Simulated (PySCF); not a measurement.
How the method changes the constants of PbN

State: ²Π (doublet), unpaired electrons π ↑. Set-up: Pb def2-TZVPP with ECP60, N def2-TZVPP; scalar-relativistic core potentials (PySCF 2.14). De refers to Pb + N in their high-spin ground configurations, without counterpoise correction. The functionals are run spin-unrestricted. A positive dipole means Pb(−)N(+). Levels whose curve was spin-contaminated or gave no clean fit are not listed.

```csv
Level,Re (Å),ωe (cm⁻¹),De (eV),μ (D)
ROHF,1.984,760,-1.29,-4.75
ROHF-MP2,2.062,603,2.09,n/a
ROHF-SCS-MP2,2.064,599,2.09,n/a
ROHF-CCSD,2.043,637,1.58,n/a
ROHF-CCSD(T),2.071,591,2.04,n/a
PBE,2.063,615,2.89,-3.71
revPBE,2.072,600,2.62,-3.73
```

The bond length runs from 1.984 Å (ROHF) to 2.072 Å (revPBE). De spans -1.29 eV (ROHF, mean field) to 2.89 eV (PBE, GGA). Correlation at CCSD(T) changes the Hartree–Fock bond energy by +3.33 eV; the triples alone change it by +0.46 eV.

Correlated steps freeze 5 core orbitals. These are scalar-relativistic numbers at best; spin–orbit coupling would shift them, the dissociation energy most. UHF is strongly spin-contaminated for PbN, so the ROHF reference used there is far from stable. A negative De means that the minimum lies above the separated atoms at that level. The state is the lowest determinant that a PBE0 search found; another state may lie lower at other levels.

The whole job (state search and all levels along the bond) took about 17 min on 1 thread of Arm Neoverse V1 (shared host), peak memory 2.1 GiB.
